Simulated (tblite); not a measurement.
Species: C5H8ClF3Si.
Z-matrix (Å and degrees, GFN2-xTB geometry), rows numbered from 1:
```
C 
C   1  1.3247
Si  2  1.8776  1  124.17
C   3  1.9323  2  104.56  1  -145.86
C   4  1.5176  3  114.67  2    58.37
Cl  4  1.7971  3  106.72  2   -63.30
C   4  1.5073  3  109.38  2  -177.74
F   7  1.3410  4  114.46  3   178.14
F   7  1.3493  4  110.59  3   -62.37
F   7  1.3406  4  113.11  3    56.03
H   1  1.0790  2  122.47  3  -178.70
H   1  1.0774  2  121.66  3     1.43
H   2  1.0840  1  118.26  3   178.21
H   3  1.4613  2  112.68  1    98.35
H   3  1.4646  2  112.68  1   -30.24
H   5  1.0866  4  109.81  3   -57.01
H   5  1.0887  4  109.22  3    62.29
H   5  1.0897  4  111.29  3  -177.57
```

Level: GFN2-xTB in tblite, geometry and Hessian alike; calculated harmonic values, unscaled, isolated species. The method is semi-empirical: single wavenumbers can be off by several per cent or more. Modes of hydrogen on silicon can be 10 to 20 % off. One conformer, not necessarily the lowest.

Harmonic wavenumbers (cm⁻¹): 29.3, 52.7, 62.8, 94.4, 142.5, 160.1, 181.9, 214.0, 251.2, 266.2, 289.3, 344.3, 356.9, 426.9, 459.9, 492.9, 521.7, 549.6, 595.7, 633.8, 711.3, 743.7, 756.7, 784.5, 848.2, 925.0, 1009.2, 1023.8, 1038.6, 1053.4, 1068.1, 1082.7, 1153.9, 1214.6, 1264.3, 1408.6, 1415.3, 1474.1, 1485.0, 1663.9, 2271.1, 2302.1, 3015.8, 3025.1, 3027.6, 3047.3, 3083.9, 3112.6.

A = 1532, B = 670.3, C = 594.4 MHz; mass 188.004 u (most abundant isotopes); point group C1, symmetry number 1.

**Question.** What is the zero-point energy?

**Answer.** Half the sum of the wavenumbers: 25568 cm⁻¹ = 73.10 kcal/mol.

**Question.** Give the ideal-gas entropy at 350 K and 1 bar in the rigid-rotor, harmonic-oscillator model (classical rotation).

**Answer.** Translation 42.42, rotation 31.12, vibration 48.25: S = 121.8 cal/(mol K).

**Question.** And Cp and H(350 K) − H(0)?

**Answer.** Cp = 52.02 cal/(mol K), of which vibrations give 44.07 (their classical limit is 48 R = 95.4); H(350 K) − H(0) = 11.22 kcal/mol without the zero-point energy, 8.44 from vibrations.

**Question.** Which modes carry the vibrational entropy at 350 K?

**Answer.** 29.3 cm⁻¹: 6.19; 52.7 cm⁻¹: 5.03; 62.8 cm⁻¹: 4.68; 94.4 cm⁻¹: 3.88; 142.5 cm⁻¹: 3.08; 160.1 cm⁻¹: 2.85 cal/(mol K); the other 42 give 22.53 together.

**Question.** What must be added to the electronic energy to get the Gibbs energy at 350 K and 1 bar?

**Answer.** ZPE + [H(350 K) − H(0)] − T·S = 73.10 + 11.22 − 42.63 = 41.69 kcal/mol.

**Question.** Blend soft modes into free rotors: weight 1/[1 + (100 cm⁻¹/ν̃)⁴] for the oscillator and the rest for a rotor with moment μB/(μ + B), μ = h/(8π²ν), B = 10⁻⁴⁴ kg m². What vibrational entropy results?

**Answer.** 43.41 cal/(mol K) in place of 48.25, which changes −T·S at 350 K by +1.70 kcal/mol.

**Question.** How do the functions run with temperature in this model?

**Answer.** 
| T (K) | S (cal/(mol K)) | Cp (cal/(mol K)) | H − H(0) (kcal/mol) | G − H(0) (kcal/mol) | ln q(vib) |
| --- | --- | --- | --- | --- | --- |
| 100 | 77.1 | 23.3 | 1.56 | -6.15 | 2.97 |
| 200 | 97.3 | 36.2 | 4.55 | -14.92 | 6.76 |
| 300 | 114.2 | 47.2 | 8.74 | -25.51 | 10.40 |
| 500 | 142.4 | 63.6 | 19.94 | -51.27 | 17.16 |
| 800 | 175.7 | 77.8 | 41.36 | -99.21 | 26.09 |
| 1000 | 193.7 | 83.6 | 57.53 | -136.20 | 31.33 |

q(vib) and H(0) count from the zero-point level.

Hindered rotation and anharmonicity are outside this model. Other conformers, if any are populated, would add a mixing term that is left out. The structure is chiral; the term R ln 2 for an equal mix with its mirror image is left out.
